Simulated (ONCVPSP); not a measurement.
## Before and after: ONCV potential for phosphorus

```json
{
 "Element": "phosphorus (P)",
 "Generator": "ONCVPSP 4.0.1",
 "Type": "optimised norm-conserving Vanderbilt (ONCV)",
 "Functional": "PBE",
 "Relativity": "scalar-relativistic",
 "Frozen core": "[Ne]",
 "Valence charge": "5",
 "Reference configuration": "3s2 3p1 (charge +2)",
 "Partial waves": "3s: rc 1.65 bohr, ncon 5, nbas 10, qcut 3.3 1/bohr, 2 projectors, debl 2.7 Ha; 3p: rc 1.45 bohr, ncon 3, nbas 7, qcut 5.4 1/bohr, 3 projectors, debl 1.7 Ha",
 "Local potential": "polynomial inside 1.40 bohr (lpopt 5, dvloc0 0 Ha)",
 "Core correction": "polynomial model core, fcfact 0.45"
}
```

All-electron outer shells of the reference configuration (PBE, scalar-relativistic, ld1.x):

```csv
shell,level (eV),outermost node (bohr),outermost maximum (bohr)
2s,-197.53,0.14,0.42
2p,-148.09,–,0.36
3s,-33.96,0.65,1.52
3p,-24.28,0.63,1.68
```

Change: functional PBEsol.

Cutoffs: the cutoffs (Ha) at which the residual kinetic energy of the hardest occupied pseudo-wave falls to 1 and 0.1 mHa per electron; they do not see the model core or the augmentation charge, which bear on the density cutoff. Errors are all-electron minus pseudo energies relative to the spin-unpolarised reference configuration.

**Question.** What does the change do?

**Answer.** The potential gets neither clearly harder nor softer (62 Ha and 104 Ha → 63 Ha and 104 Ha); both files keep a bound ghost (p); of the 4 tests that both files solve, the error grows in 0 and shrinks in 1 by more than 15 % and 0.3 meV (median size 14.6 → 16.4 meV).

| quantity | base | changed |
| --- | --- | --- |
| cutoff, loose | 62 Ha | 63 Ha |
| cutoff, tight | 104 Ha | 104 Ha |
| loose cutoff by channel | s 62 Ha, p 7.2 Ha | s 63 Ha, p 6.8 Ha |
| bound ghosts | p | p |
| GHOST(+) flags under 300 eV | s at 167.8 eV | s at 165.0 eV |
| error for 3s2 3p3, meV [ΔE -28.88 → -28.81 eV] | +16 | +18 |
| error for 3s2 3p2, meV [ΔE -19.15 → -19.11 eV] | +7.6 | +8.5 |
| error for 3s2 3p0, meV [ΔE 29.74 → 29.71 eV] | +13 | +14 |
| error for 3s1 3p0, meV [ΔE 81.74 → 81.62 eV] | +48 | +32 |
| s: phases at 1.68 bohr within 0.05 rad from the reference energy up to (Ha; the scan ends near 5) | 3.6 | 3.6 |
| p: phases at 1.47 bohr within 0.05 rad from the reference energy up to (Ha; the scan ends near 5) | to the end of the scan | to the end of the scan |
| rms error of d²Exc/dni dnj with the model core, mHa | 0.42 | 0.45 |

 A true bound ghost makes a file unfit for plane-wave use even where its test errors are small: the radial tests pick states by their node count and pass the ghost by.
